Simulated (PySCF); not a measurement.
TiH4, SMILES [TiH4], multiplicity 1.

Geometry optimised at B3LYP-D3(BJ)/def2-TZVPD. The spin state was assumed, not searched.

All values below come from TDA-B3LYP/def2-TZVPD run with PySCF 2.14.0.

Vertical excitations; the highest root listed may be one member of a degenerate set.  State labels are in the subgroup D2.

```tsv
state	symmetry	energy (eV)	λ (nm)	f	main pairs
S1	B3	3.29	377	0.000	HOMO→LUMO, HOMO→LUMO+1 (degenerate set)
S2	B1	3.29	377	0.000	HOMO−2→LUMO+1 (degenerate set)
S3	B2	3.29	377	0.000	HOMO−1→LUMO, HOMO−1→LUMO+1 (degenerate set)
S4	B3	3.66	339	0.002	HOMO→LUMO+1, HOMO→LUMO (degenerate set)
S5	B2	3.66	339	0.002	HOMO−1→LUMO+1, HOMO−1→LUMO (degenerate set)
S6	B1	3.66	339	0.002	HOMO−2→LUMO (degenerate set)
S7	B1	4.37	284	0.000	HOMO−1→LUMO+3, HOMO→LUMO+2 (degenerate set)
S8	B3	4.37	284	0.000	HOMO−2→LUMO+2, HOMO−1→LUMO+4 (degenerate set)
S9	B2	4.37	284	0.000	HOMO−2→LUMO+3, HOMO→LUMO+4 (degenerate set)
S10	A	4.58	271	0.000	HOMO−3→LUMO+1 64 %, HOMO−1→LUMO+2 18 %, HOMO→LUMO+3 18 %
T1	B3	2.99	414	0	HOMO→LUMO, HOMO→LUMO+1 (degenerate set)
T2	B2	2.99	414	0	HOMO−1→LUMO, HOMO−1→LUMO+1 (degenerate set)
T3	B1	2.99	414	0	HOMO−2→LUMO+1 (degenerate set)
T4	B3	3.04	408	0	HOMO→LUMO+1 73 %, HOMO→LUMO 24 %
```
Triplets are in the Tamm–Dancoff approximation.
